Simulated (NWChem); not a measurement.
# CH6BN; SMILES BNC

```xyz
9

B      0.2353    -1.3614     0.0000
H     -0.4266    -2.3743     0.0000
H      1.4464    -1.3842     0.0000
N     -0.4167    -0.1364     0.0000
C      0.1818     1.1752     0.0000
H     -1.4311    -0.1255     0.0000
H     -0.1074     1.7594     0.8904
H     -0.1074     1.7594    -0.8904
H      1.2756     1.0760     0.0000
```
Atoms are numbered in this order, from 1.

Structure relaxed at the PBE0/def2-SVP level.

Symmetry labels are those of Cs in the frame above (b1 and b2, or b-type labels, depend on it).

### Question
List the 4 lowest vertical singlet excitations and the 4 lowest triplet ones from B3LYP/def2-SVP, full TDDFT (NWChem).

### Answer
| state | energy (eV) | oscillator strength | symmetry | leading excitation (squared amplitude) |
|---|---|---|---|---|
| S1 | 7.33 | 0.000 | a" | HOMO−1 → LUMO (1.00) |
| S2 | 7.59 | 0.282 | a' | HOMO → LUMO (0.97) |
| S3 | 7.74 | 0.001 | a" | HOMO → LUMO+1 (0.98) |
| S4 | 8.90 | 0.019 | a" | HOMO → LUMO+2 (0.97) |
| T1 | 5.37 | spin-forbidden | a' | HOMO → LUMO (0.99) |
| T2 | 6.68 | spin-forbidden | a" | HOMO−1 → LUMO (0.99) |
| T3 | 7.39 | spin-forbidden | a" | HOMO → LUMO+1 (0.95) |
| T4 | 8.31 | spin-forbidden | a" | HOMO−2 → LUMO (0.81) |
